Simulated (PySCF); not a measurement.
This PySCF input asks for the NMR shieldings of SMILES [SiH2](N=C)N[SiH2]C[SiH3], C$_{2}$H$_{12}$N$_{2}$Si$_{3}$; the geometry comes from GFN2-xTB.

```python
import basis_set_exchange as bse
import numpy as np
from pyscf import gto, dft
from pyscf.prop import nmr

atoms = """
C     3.866410    0.692501    1.019363
N     2.629103    0.644066    0.896375
Si    1.582479    0.138608   -0.382269
N     0.467441   -0.885988    0.443827
Si   -0.969737   -1.594892   -0.206360
C    -2.170782   -0.278160   -0.862766
Si   -2.659099    1.063439    0.384659
H     4.298123    1.085759    1.938020
H     4.586864    0.363218    0.263269
H     1.010668    1.396782   -0.873561
H     2.156902   -0.633331   -1.488754
H     0.520104   -0.838118    1.447496
H    -0.561693   -2.478105   -1.306349
H    -1.568292   -2.359487    0.892076
H    -1.716536    0.202762   -1.729859
H    -3.070954   -0.773033   -1.227258
H    -3.631635    1.973831   -0.236251
H    -3.289454    0.451873    1.559224
H    -1.489718    1.837525    0.801542
"""
names = dict.fromkeys(["C", "N", "Si", "H"], "pcSseg-1")
basis = {el: gto.basis.parse(bse.get_basis(n, elements=[el], fmt="nwchem")) for el, n in names.items()}
mol = gto.M(atom=atoms, basis=basis, charge=0, verbose=0)
mf = dft.RKS(mol, xc="PBE0")
mf.grids.level = 2
mf.grids.alignment = dft.numint.BLKSIZE   # the property module wants whole blocks of grid points
mf.conv_tol = 1e-9
mf.kernel()

calc = nmr.RKS(mf)   # GIAO
C = mf.mo_coeff
Co = C[:, mf.mo_occ > 0]
resp = mf.gen_response(singlet=True, hermi=2)
def vind(x):   # induced exchange potential for any number of trial vectors
    d = np.einsum("pi,xij,qj->xpq", C, 2 * x.reshape(-1, C.shape[1], Co.shape[1]), Co, optimize=True)
    return np.einsum("xpq,pi,qj->xij", resp(d - d.transpose(0, 2, 1)), C, Co, optimize=True).ravel()
mo1, _ = nmr.rhf.solve_mo1(calc, with_cphf=vind)
sigma = calc.kernel(mo1)
for i, s in enumerate(sigma):   # ppm
    w = np.linalg.eigvalsh((s + s.T) / 2)
    print("%2d %-2s iso %8.1f  s11 %8.1f  s22 %8.1f  s33 %8.1f" % (i, mol.atom_pure_symbol(i), w.mean(), *w))
```

Task: What does it print?

Result: 
```
 0 C  iso     14.9  s11    -78.7  s22     -4.0  s33    127.4
 1 N  iso   -156.1  s11   -556.1  s22   -185.4  s33    273.3
 2 Si iso    385.0  s11    345.4  s22    370.9  s33    438.7
 3 N  iso    252.0  s11    222.4  s22    253.5  s33    280.1
 4 Si iso    383.8  s11    330.7  s22    400.2  s33    420.4
 5 C  iso    192.4  s11    182.5  s22    191.0  s33    203.8
 6 Si iso    426.8  s11    400.8  s22    411.1  s33    468.5
 7 H  iso     23.0  s11     21.6  s22     22.9  s33     24.6
 8 H  iso     22.9  s11     21.0  s22     21.8  s33     25.8
 9 H  iso     26.3  s11     22.6  s22     25.9  s33     30.4
10 H  iso     26.4  s11     23.3  s22     24.5  s33     31.5
11 H  iso     31.3  s11     23.4  s22     27.7  s33     42.8
12 H  iso     26.5  s11     22.2  s22     25.3  s33     32.0
13 H  iso     26.9  s11     23.2  s22     25.5  s33     32.0
14 H  iso     31.5  s11     27.4  s22     29.1  s33     37.9
15 H  iso     32.1  s11     26.8  s22     29.0  s33     40.5
16 H  iso     27.6  s11     24.0  s22     25.3  s33     33.5
17 H  iso     27.8  s11     24.5  s22     25.8  s33     33.0
18 H  iso     27.5  s11     23.5  s22     27.2  s33     31.8
```

These numbers come from an equivalent density-fitted implementation of the same equations, which agrees with the script to about 0.01 ppm for H and up to a few tenths of a ppm for heavy atoms, so last digits may differ.

Task: Turn these shieldings into chemical shifts. Shifts are taken against calculated references (same method and geometry level): ¹³C (σ = 186.93 ppm), ²⁹Si (σ = 349.16 ppm), ¹H (σ = 31.72 ppm) against TMS; ¹⁵N (σ = 267.73 ppm) vs NH3.

Result: Averaging equivalent atoms: C 0: 172.0; C 5: -5.5; N 1: 423.8; N 3: 15.7; Si 4: -34.6; Si 2: -35.8; Si 6: -77.7; H 8: 8.84; H 7: 8.67; H 9/10: 5.34; H 12/13: 5.02; H 16/17/18: 4.08; H 11: 0.42; H 14/15: -0.08 ppm. Experimental scales use liquid or dissolved standards, which lie at an offset from isolated NH3 (liquid NH3: subtract about 20 ppm). Unscaled 15N shifts of sp2 nitrogen come out 20 to 40 ppm too high even then.

Size and cost of the density-fitted run: 200 basis functions, 37 s wall time on 1 thread of an Arm Neoverse V1, shared host; peak memory 0.9 GiB.
